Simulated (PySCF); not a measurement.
# ECD: SMILES [H]/N=C\C#C[C@@H]1C[Si@@H]1C, C6H9NSi

Cartesian coordinates in Å; atom numbers follow the order of the lines, from 1:
```xyz
17

C    -2.0066    1.3968   -0.0842
Si   -1.9829   -0.4633    0.2306
C    -1.0962   -1.5861   -0.9843
C    -0.2686   -1.3333    0.2976
C     0.9009   -0.5586    0.1920
C     1.8578    0.1715    0.0498
C     3.0216    0.9626    0.0043
N     3.9246    1.0554    0.8883
H    -1.0741    1.7186   -0.5398
H    -2.1310    1.9487    0.8432
H    -2.8219    1.6750   -0.7457
H    -3.0154   -1.0435    1.0761
H    -0.6667   -1.1729   -1.8874
H    -1.4062   -2.6118   -1.1274
H    -0.1618   -2.1860    0.9587
H     3.1570    1.5631   -0.8940
H     3.7624    0.4758    1.7123
```

Method used: PySCF, TDDFT PBE0/def2-SVPD circular dichroism and optical rotation, one conformer, gas phase. Geometry: GFN2-xTB.

States above about 6.6 eV (minus the energy of the highest occupied orbital) lie near or above the ionisation threshold and depend on the basis.

**Question.** Assign R or S to each stereocentre.

**Answer.** Si2 S, C4 R.

**Question.** List the lowest 16 singlet excitations with oscillator and rotatory strengths.

**Answer.** Rotatory strengths R in 10⁻⁴⁰ esu² cm², velocity form and length form (origin at the centre of mass); f in length form.
| state | E (eV) | λ (nm) | f | R (velocity) | R (length) | main |
| --- | --- | --- | --- | --- | --- | --- |
| 1 | 4.55 | 273 | 0.003 | -7.5 | -7.8 | HOMO−1→LUMO 0.92 |
| 2 | 4.78 | 259 | 0.428 | +69.4 | +68.5 | HOMO→LUMO 0.92 |
| 3 | 5.10 | 243 | 0.005 | +29.0 | +29.5 | HOMO−2→LUMO 0.85, HOMO−3→LUMO 0.08 |
| 4 | 5.61 | 221 | 0.003 | +5.5 | +5.9 | HOMO→LUMO+3 0.62, HOMO→LUMO+1 0.13 |
| 5 | 5.92 | 210 | 0.007 | -5.6 | -5.9 | HOMO→LUMO+2 0.85 |
| 6 | 5.98 | 207 | 0.049 | -30.7 | -28.7 | HOMO→LUMO+1 0.77, HOMO→LUMO+3 0.18 |
| 7 | 6.24 | 199 | 0.019 | -36.8 | -37.3 | HOMO−3→LUMO 0.72 |
| 8 | 6.44 | 193 | 0.024 | +8.7 | +8.3 | HOMO→LUMO+5 0.67, HOMO→LUMO+4 0.14 |
| 9 | 6.62 | 187 | 0.004 | +15.6 | +14.7 | HOMO−1→LUMO+1 0.35, HOMO→LUMO+4 0.28 |
| 10 | 6.65 | 186 | 0.040 | -3.8 | -4.4 | HOMO→LUMO+4 0.48, HOMO−1→LUMO+1 0.29 |
| 11 | 6.80 | 182 | 0.072 | -51.1 | -50.3 | HOMO−1→LUMO+2 0.64, HOMO−1→LUMO+1 0.12 |
| 12 | 6.95 | 178 | 0.021 | +28.2 | +26.5 | HOMO−2→LUMO+1 0.25, HOMO→LUMO+6 0.19 |
| 13 | 7.01 | 177 | 0.069 | -33.4 | -32.9 | HOMO−1→LUMO+3 0.34, HOMO→LUMO+6 0.29 |
| 14 | 7.06 | 176 | 0.033 | +23.7 | +23.0 | HOMO→LUMO+7 0.76, HOMO−1→LUMO+3 0.10 |
| 15 | 7.16 | 173 | 0.004 | -10.0 | -8.7 | HOMO−2→LUMO+2 0.46, HOMO−2→LUMO+1 0.21 |
| 16 | 7.18 | 173 | 0.133 | +52.3 | +51.6 | HOMO→LUMO+6 0.34, HOMO−2→LUMO+1 0.19 |

Among the states computed, the strongest CD band (largest |R|) is state 2. The largest dissymmetry factor in size, g = 4R/(D+G), with D and G the electric and magnetic dipole strengths, is +0.045 for state 3 (velocity form, f = 0.005), among bands with |R| over 0.5. The mirror image has the same energies and oscillator strengths and all R with the opposite sign.
